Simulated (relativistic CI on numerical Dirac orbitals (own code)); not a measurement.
Sensitivity of the levels of Al⁵⁺ to α

Computed by Dirac-Coulomb-Breit CI, separate exchange-only KLI orbitals for each configuration, valence Slater integrals scaled by 0.85, P86 correlation energy added to each configuration, derivatives by finite differences, QED left out (own radial code, finite nucleus).

Configurations in the expansion (outside the closed core 1s2): 2s2 2p4, 2s 2p5, 2p6, 2s2 2p3 3s, 2s2 2p3 3p, 2s2 2p3 3d, 2p5 3s, 2p5 3p. Levels of other configurations are missing.

With x = (α/α₀)² − 1 an excitation energy changes as ω = ω₀ + qx; K = 2q/ω₀ is the relative enhancement. Terms are leading LS components, so labels can repeat.

Lowest level 2s2 2p4 3P_2.

| Level | ω₀ (cm⁻¹) | q (cm⁻¹) | K |
| --- | --- | --- | --- |
| 2s2 2p4 3P_1 | 2717 | 2803 | 2.06 |
| 2s2 2p4 3P_0 | 3780 | 3695 | 1.96 |
| 2s2 2p4 1D_2 | 37137 | 1584 | 0.0853 |
| 2s2 2p4 1S_0 | 75433 | 2096 | 0.0556 |
| 2s 2p5 3P°_2 | 333858 | 4789 | 0.0287 |
| 2s 2p5 3P°_1 | 336301 | 7216 | 0.0429 |
| 2s 2p5 3P°_0 | 337628 | 8573 | 0.0508 |
| 2s 2p5 1P°_1 | 453417 | 6354 | 0.028 |
| 2p6 1S_0 | 791476 | 10740 | 0.0271 |
| 2s2 2p3 3s 5S°_2 | 901496 | 298.1 | 0.000661 |
| 2s2 2p3 3s 3S°_1 | 918167 | 308 | 0.000671 |
| 2s2 2p3 3s 3D°_2 | 960996 | 49.21 | 0.000102 |
| 2s2 2p3 3s 3D°_1 | 961001 | -21.56 | -4.49e-05 |
| 2s2 2p3 3s 3D°_3 | 961058 | 316.3 | 0.000658 |
| 2s2 2p3 3s 1D°_2 | 969288 | 46.28 | 9.55e-05 |
| 2s2 2p3 3p 5P_1 | 977742 | 804 | 0.00164 |
| 2s2 2p3 3p 5P_2 | 977944 | 997.7 | 0.00204 |
| 2s2 2p3 3p 5P_3 | 978297 | 1368 | 0.0028 |
| 2s2 2p3 3s 3P°_0 | 987327 | 745.3 | 0.00151 |
| 2s2 2p3 3s 3P°_1 | 987433 | 990.8 | 0.00201 |
| 2s2 2p3 3s 3P°_2 | 987717 | 1615 | 0.00327 |
| 2s2 2p3 3p 3P_1 | 993670 | 1053 | 0.00212 |
| 2s2 2p3 3p 3P_2 | 993756 | 1213 | 0.00244 |

At this charge configurations can still be misplaced by up to about 7 % of their energy.
